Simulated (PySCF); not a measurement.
Computed spin Hamiltonian

CH6FO3Si3 (doublet state).
Numbering: `[CH3:1][Si@@:2]1([F:3])[O:4][SiH:5][O:6][SiH2:7][O:8]1` (hydrogens: H9, H10, H11 on C1; H12 on Si5; H13, H14 on Si7)

Method used: PySCF 2.14.0, UKS B3LYP, pcH-1 on C F H O Si, non-relativistic, mean-field spin-orbit, GIAO. Geometry: GFN2-xTB; no solvent, vibrations or thermal averaging. A GFN2-xTB geometry isn't a minimum of the functional, and hyperfine couplings can be far from their values at a DFT geometry, by a factor of two or more for some ions and for spin on atoms past the first row. Stability of the SCF solution: not tested.

```
g1, g2, g3                      : 2.00090, 2.00210, 2.00228
g_iso                           : 2.00176
Form of g                       : close to axial: the two nearest values differ by 13 % of g3 − g1
⟨S²⟩                            : 0.7514 (exact 0.7500)
α and β electrons               : 44, 43
HOMO–LUMO gap, α and β orbitals : 6.41, 6.02 eV
Total energy                    : -1236.06525 Eh
Basis functions                 : 290
```

Isotropic coupling and dipolar principal values T1 to T3, in MHz; ρ(0) is the spin density at the nucleus:

```tsv
atom	isotope	a_iso	of which spin–orbit	T1	T2	T3	Mulliken spin population	ρ(0) (bohr⁻³)
C1	13C	-0.2	0.0	-0.2	-0.2	0.4	0.00	-0.0001
Si2	29Si	-13.0	0.0	-3.1	1.4	1.7	0.00	0.0146
F3	19F	10.3	0.1	-5.8	-5.3	11.1	0.00	0.0024
O4	17O	-50.9	-0.1	-20.7	9.9	10.8	0.03	0.0839
Si5	29Si	-823.9	1.0	-141.2	68.5	72.8	0.80	0.9281
O6	17O	-50.1	-0.1	-22.4	10.7	11.7	0.04	0.0825
Si7	29Si	-7.2	0.0	-3.1	1.5	1.7	0.00	0.0081
O8	17O	0.1	0.0	-0.8	0.4	0.4	0.00	-0.0003
H9	1H	0.1	0.0	-0.8	-0.8	1.6	0.00	0.0000
H10	1H	0.0	0.0	-0.7	-0.6	1.3	0.00	0.0000
H11	1H	-0.2	0.0	-0.5	-0.5	0.9	0.00	0.0000
H12	1H	244.3	0.0	-6.2	-0.6	6.8	0.11	0.0547
H13	1H	7.4	0.0	-1.2	-0.9	2.1	0.01	0.0017
H14	1H	-1.3	0.0	-1.2	-1.0	2.3	0.00	-0.0003
```

The largest Mulliken spin populations are on Si5 (+0.80) and H12 (+0.11). No atom but Si5 exceeds +0.15. The angles at Si5 add up to 321.9°, so it is pyramidal.

Under fast tumbling the dipolar parts average out, and these isotropic splittings remain: 1 × 1H (H12, I = 1/2, 2 lines) with 8.72 mT, 1 × 19F (F3, I = 1/2, 2 lines) with 0.37 mT, 1 × 1H (H13, I = 1/2, 2 lines) with 0.27 mT and 1 × 1H (H14, I = 1/2, 2 lines) with 0.04 mT.

The 29Si coupling of Si5 (-823.9 MHz) shows only in satellite lines or after enrichment, since that isotope makes up about 4.7 % of natural silicon.

The 17O coupling of O4 (-50.9 MHz) shows only in satellite lines or after enrichment, since that isotope makes up about 0.038 % of natural oxygen.

Hardware: one thread, Arm Neoverse V1 (aarch64), shared host. Cost: 2.2 min (grids of density and orbitals included), 1.0 GiB resident at most.
